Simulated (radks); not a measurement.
Results of a calculation; reference values are marked as such.
All-electron atom: the gold ion Au20+ in [Kr] 4d10 4f12 5s1. Level of theory: non-relativistic Kohn-Sham, PBE, spin-polarised, spherical densities, point nucleus; open shells are filled with parallel spins first (spin-orbit coupling, left out, can overturn this in heavy ions); relativity is left out, which matters for an element this heavy (a radial shooting solver on a logarithmic mesh with Libxc functionals).

X-ray form factor f0, the Fourier transform of the density (f0(0) = 59):

sin(theta)/lambda (1/angstrom)  f0 (electrons)
0.05                                    58.844
0.1                                     58.379
0.15                                    57.619
0.2                                     56.583
0.25                                    55.300
0.3                                     53.799
0.4                                     50.290
0.5                                     46.347
0.6                                     42.245
0.8                                     34.405
1                                       27.876
1.25                                    21.987
1.5                                     18.234
2                                       14.171
